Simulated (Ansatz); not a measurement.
System: C₅H₁₁O, net charge 0, doublet state. It need not be the lowest isomer of its formula. 
Structure (B3LYP-D3(BJ)/def2-TZVP (Ansatz, a program for electronic structure) minimum search):
```
C
H 1 1.0971
C 1 1.5291 2 107.77
H 3 1.0917 1 111.32 2 60.07
H 3 1.0918 4 108.01 1 122.30
H 3 1.0933 4 107.77 5 116.15
C 1 1.5299 2 107.98 3 -119.55
H 7 1.0915 1 112.31 2 -57.30
H 7 1.0916 8 107.30 1 -122.10
H 7 1.0936 8 107.83 9 -115.79
C 1 1.5325 2 107.80 3 119.08
H 11 1.0934 1 109.37 2 -65.79
H 11 1.0941 12 106.74 1 119.00
C 11 1.5286 12 107.59 13 116.69
O 14 1.3615 11 115.16 12 -56.60
H 14 1.1050 15 111.14 11 -128.43
H 14 1.1102 16 104.03 15 110.87
```
Charge 0, spin multiplicity 2.

Wanted: atomisation energy (electronic, to ground-state atoms), in kJ/mol. Correlated levels leave the core frozen unless marked. UHF or UKS for open shells. Spin-orbit coupling is left out. No relativistic terms. The coupled-cluster limit lacks core correlation, which all-electron functionals hold. Basis-set limits of correlation are two-point, X^-3; Hartree-Fock from the larger set. [CCSD(T)-MP2]/basis is that difference in the basis named.

```csv
level,program,atomisation energy (kJ/mol),minus last row
HF/6-31G,Ansatz,4737.4,-1876.7
HF/cc-pVDZ,Ansatz,4898.3,-1715.8
B97M-V/def2-TZVPD,Ansatz,6624.4,10.3
B3LYP-D3(BJ)/def2-TZVPD,Ansatz + dftd3,6633.2,19.1
BHLYP-D4/def2-TZVPD,Ansatz + dftd4,6466.2,-147.9
BHLYP/def2-TZVPD,Ansatz,6432.8,-181.3
r2SCANh/def2-TZVPD,Ansatz,6606.7,-7.4
HSE06/def2-TZVPD,Ansatz,6648.3,34.2
LC-wPBE-D4/def2-TZVPD,Ansatz + dftd4,6652.9,38.8
LC-wPBE/def2-TZVPD,Ansatz,6618.8,4.7
B2GP-PLYP-D4/def2-TZVPD,Ansatz + dftd4,6531.0,-83.1
CCSD/STO-3G,Ansatz,6841.9,227.8
CCSD/6-31G*,Ansatz,6023.1,-591.0
CCSD(T) with core electrons/cc-pwCVTZ,Ansatz,6496.2,-117.9
"RI-MP2/CBS(cc-pVTZ,cc-pVQZ)+[CCSD(T)-MP2]/cc-pVTZ",Ansatz,6614.1,0.0
```
